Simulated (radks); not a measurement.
Results of a calculation; reference values are marked as such.
Tm2+, configuration [Kr] 4d10 4f13 5s2 5p5 5d1 (not the ground configuration). Code: a radial shooting solver on a logarithmic mesh with Libxc functionals. Model: scalar-relativistic Kohn-Sham, AM05, spin-polarised, spherical densities, finite nucleus; open shells are filled with parallel spins first (spin-orbit coupling, left out, can overturn this in heavy ions); Fermi nuclear charge, rms radius 5.2256 fm.

Unscreened Slater integrals over Kohn-Sham orbitals (hartree). They are taken over the spin-up orbitals.

integral      value
F0(5d,5d)   0.39886
F2(5d,5d)   0.20485
F4(5d,5d)   0.13372
F0(5d,4f)   0.51485
F2(5d,4f)   0.12057
F4(5d,4f)  0.058370
G1(5d,4f)  0.063105
G3(5d,4f)  0.047896
G5(5d,4f)  0.035667
F0(5d,5p)   0.47322
F2(5d,5p)   0.21861
G1(5d,5p)   0.25050
G3(5d,5p)   0.15316
F0(5d,5s)   0.49093
G2(5d,5s)   0.15018
F0(4f,4f)    1.1974
F2(4f,4f)   0.55350
F4(4f,4f)   0.34434
F6(4f,4f)   0.24692
F0(4f,5p)   0.74806
F2(4f,5p)   0.25346
G2(4f,5p)   0.13684
G4(4f,5p)   0.10386
F0(4f,5s)   0.85013
G3(4f,5s)   0.16075
F0(5p,5p)   0.62401
F2(5p,5p)   0.33530
F0(5p,5s)   0.67183
G1(5p,5s)   0.44575
F0(5s,5s)   0.73582

Derived for the open shells (J is the average intra-shell exchange parameter used in DFT+U). 4f: F4/F2 = 0.622, F6/F2 = 0.446, J = (286 F2 + 195 F4 + 250 F6)/6435 = 0.04463 hartree. 5p: J = F2/5 = 0.06706 hartree. 5d: Racah B = F2/49 - 5 F4/441 = 0.002665 hartree, C = 35 F4/441 = 0.01061 hartree, C/B = 3.98, F4/F2 = 0.653, J = (F2 + F4)/14 = 0.02418 hartree.
